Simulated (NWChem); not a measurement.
System: C₂H₅AlFN; SMILES C=[CH][Al]([F])[NH2]

NWChem printed, in part:

```
             Northwest Computational Chemistry Package (NWChem) 7.3.0
             --------------------------------------------------------

                             Geometry "geometry" -> ""
                             -------------------------

 Output coordinates in angstroms (scale by  1.889725989 to convert to a.u.)

  No.       Tag          Charge          X              Y              Z
 ---- ---------------- ---------- -------------- -------------- --------------
    1 Al                  13.0000     0.08296700    -0.48223700     0.00000000
    2 F                    9.0000     1.17969000    -1.74015600     0.00000000
    3 C                    6.0000     0.71618000     1.34782100     0.00000000
    4 C                    6.0000    -0.10769300     2.40693700     0.00000000
    5 H                    1.0000     1.79360800     1.56540300     0.00000000
    6 H                    1.0000     0.25849400     3.44178100     0.00000000
    7 H                    1.0000    -1.20026500     2.30273200     0.00000000
    8 N                    7.0000    -1.62628500    -0.91902800     0.00000000
    9 H                    1.0000    -1.97063100    -1.87253300     0.00000000
   10 H                    1.0000    -2.40525100    -0.27136800     0.00000000

 Effective nuclear repulsion energy (a.u.)     200.6165359172

                              NWChem Property Module
                              ----------------------

  itol2e modified to match energy
  convergence criterion.

                                 NWChem DFT Module
                                 -----------------

 Summary of "ao basis" -> "ao basis" (spherical)
 ------------------------------------------------------------------------------
       Tag                 Description            Shells   Functions and Types
 ---------------- ------------------------------  ------  ---------------------
 Al                          6-31g*                  8       18   4s3p1d
 F                           6-31g*                  6       14   3s2p1d
 C                           6-31g*                  6       14   3s2p1d
 H                           6-31g*                  2        2   2s
 N                           6-31g*                  6       14   3s2p1d

  itol2e modified to match energy
  convergence criterion.

[...]

          -----------------------
          Electric field gradient
          -----------------------

 1 a.u. = 0.324123 10**(16) esu/cm**3  ( or statvolts/cm**2 ) = 0.97174 10**(22) v/m**2

 ------------------------------------------------------------
   Atom      X         Y         Z
 ------------------------------------------------------------
    1 Al   0.15678  -0.91130   0.00000
 ------------------------------------------------------------

 Electric field gradient in molecular frame (a.u.)
         XX             YY             ZZ             XY             XZ             YZ
 ------------------------------------------------------------------------------------------
        0.388928       0.391313      -0.780241       0.171999       0.000000       0.000000

 Principal components (a.u.) and orientation
 of principal axis w.r.t. absolute frame                      Asymmetry parameter eta
 --------------------------------------------------------------------------------------
       -0.780241       0.562123       0.218118                       0.440897

       -0.000000       0.704652       0.709553
       -0.000000       0.709553      -0.704652
        1.000000       0.000000      -0.000000

 ------------------------------------------------------------
   Atom      X         Y         Z
 ------------------------------------------------------------
    2 F    2.22929  -3.28842   0.00000
 ------------------------------------------------------------

 Electric field gradient in molecular frame (a.u.)
         XX             YY             ZZ             XY             XZ             YZ
 ------------------------------------------------------------------------------------------
       -0.052738      -0.178674       0.231412       0.525477      -0.000000       0.000000

 Principal components (a.u.) and orientation
 of principal axis w.r.t. absolute frame                      Asymmetry parameter eta
 --------------------------------------------------------------------------------------
       -0.644942       0.413531       0.231412                       0.282380

       -0.663709       0.747990      -0.000000
        0.747990       0.663709       0.000000
       -0.000000       0.000000       1.000000

 ------------------------------------------------------------
   Atom      X         Y         Z
 ------------------------------------------------------------
    3 C    1.35338   2.54701   0.00000
 ------------------------------------------------------------

 Electric field gradient in molecular frame (a.u.)
         XX             YY             ZZ             XY             XZ             YZ
 ------------------------------------------------------------------------------------------
        0.096781       0.249392      -0.346173       0.014712      -0.000000      -0.000000

 Principal components (a.u.) and orientation
 of principal axis w.r.t. absolute frame                      Asymmetry parameter eta
 --------------------------------------------------------------------------------------
       -0.346173       0.250797       0.095375                       0.448972

        0.000000       0.095087       0.995469
        0.000000       0.995469      -0.095087
        1.000000      -0.000000      -0.000000

 ------------------------------------------------------------
   Atom      X         Y         Z
 ------------------------------------------------------------
    4 C   -0.20351   4.54845   0.00000
 ------------------------------------------------------------

[...]
```

Level: CAM-B3LYP/6-31G* (spherical d). Geometry: optimised at PBE0/def2-SVP. NWChem prints the field gradient with the sign opposite to the second derivative of the potential.

Task: Which NWChem input produces such a log?

Result: One answer among several that fit: the input that was run:
```
start job
memory heap 200 mb stack 900 mb global 1100 mb
geometry units angstroms noautosym nocenter noautoz
  Al     0.082967    -0.482237     0.000000
  F      1.179690    -1.740156     0.000000
  C      0.716180     1.347821     0.000000
  C     -0.107693     2.406937     0.000000
  H      1.793608     1.565403     0.000000
  H      0.258494     3.441781     0.000000
  H     -1.200265     2.302732     0.000000
  N     -1.626285    -0.919028     0.000000
  H     -1.970631    -1.872533     0.000000
  H     -2.405251    -0.271368     0.000000
end
basis spherical
  * library 6-31g*
end
dft
  xc xcamb88 1.00 lyp 0.81 vwn_5 0.19 hfexch 1.00
  cam 0.33 cam_alpha 0.19 cam_beta 0.46
  iterations 150
end
property
  efieldgrad
end
task dft property
```
